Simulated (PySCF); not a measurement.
Deuteron quadrupole couplings in `Cc1ccc(/P=C\[SiH3])cc1`

Compound: C8H11PSi.
SMILES with atom numbers: `[CH3:1][c:2]1[cH:3][cH:4][c:5](/[P:6]=[CH:7]\[SiH3:8])[cH:9][cH:10]1` (hydrogens: H11, H12, H13 on C1; H14 on C3; H15 on C4; H16 on C7; H17, H18, H19 on Si8; H20 on C9; H21 on C10)

Structure used (GFN2-xTB), in Å, numbered top down from 1:
```
atom  x, y, z in Å
C1    -3.211    0.870    0.650
C2    -1.942    0.204    0.212
C3    -1.069    0.846   -0.659
C4     0.100    0.235   -1.069
C5     0.426   -1.037   -0.609
P6     1.968   -1.870   -1.140
C7     3.150   -0.832   -0.562
Si8    3.043    0.730    0.481
C9    -0.461   -1.697    0.234
C10   -1.624   -1.076    0.648
H11   -3.083    1.949    0.703
H12   -3.526    0.504    1.624
H13   -4.007    0.661   -0.065
H14   -1.308    1.837   -1.018
H15    0.770    0.744   -1.748
H16    4.156   -1.163   -0.800
H17    1.893    0.685    1.384
H18    4.284    0.803    1.258
H19    2.953    1.911   -0.385
H20   -0.225   -2.694    0.581
H21   -2.296   -1.593    1.320
```

Level: PBE0/pcSseg-1 (PySCF, non-relativistic); Q(2H) = 0.00286 b; rigid geometry, the same for H and D, with no vibrational averaging.

Question: Rank these positions by the coupling χzz of a deuteron there, largest first.
A. H19 (Si–H hydrogen)
B. H16 (hydrogen on carbon)
C. H13 (methyl hydrogen)

Answer: B (219 kHz), C (208 kHz), A (109 kHz).

Q: What are Vzz, η and χzz (234.96 MHz × Q × Vzz) at all hydrogens?

A: 
| atom | bonded to | bond length (Å) | Vzz (au) | η | χzz (kHz) |
| --- | --- | --- | --- | --- | --- |
| H11 | C1 | 1.088 | 0.3135 | 0.03 | 211 |
| H12 | C1 | 1.088 | 0.3136 | 0.03 | 211 |
| H13 | C1 | 1.091 | 0.3095 | 0.01 | 208 |
| H14 | C3 | 1.081 | 0.3246 | 0.07 | 218 |
| H15 | C4 | 1.081 | 0.3222 | 0.06 | 217 |
| H16 | C7 | 1.086 | 0.3260 | 0.05 | 219 |
| H17 | Si8 | 1.464 | 0.1627 | 0.02 | 109 |
| H18 | Si8 | 1.466 | 0.1608 | 0.02 | 108 |
| H19 | Si8 | 1.467 | 0.1617 | 0.01 | 109 |
| H20 | C9 | 1.082 | 0.3217 | 0.07 | 216 |
| H21 | C10 | 1.081 | 0.3246 | 0.07 | 218 |

Q: Average by the element that carries the hydrogen.

A: on C: 215 kHz over 8 positions, mean bond length 1.085 Å; on Si: 109 kHz over 3 positions, mean bond length 1.466 Å.

Q: How does χzz go with the bond length over the 8 C–H bonds?

A: A straight-line fit has a slope of -9.3 kHz for each 0.01 Å, with a correlation coefficient of -0.83, over lengths from 1.081 to 1.091 Å. The longer bonds have the smaller couplings here.

Q: A static deuteron (I = 1) shows a doublet split by (3/2)χ, (3/4)χ(1 + η) and (3/4)χ(1 − η) with the field along z, y and x of the gradient. What are these for H16?

A: With |χ| = 219.1 kHz and η = 0.046: 329, 172 and 157 kHz, to first order and without motion.

Isolated species at its GFN2-xTB geometry (one conformer only). GFN2-xTB frequencies show an imaginary mode (25i cm⁻¹), so this geometry is no minimum at that level. GFN2-xTB bond lengths can be off by several hundredths of an ångström, more for odd bonds, and the gradients follow them. A larger basis could move these couplings by a tenth or more.

The run behind these numbers computed NMR shieldings as well. Hardware: an Arm Neoverse V2 with one thread, shared host with 192 logical CPUs at a one-minute load of 53. Cost: 74 s of wall time (grids of density and orbitals included), 1.1 GiB resident at most.
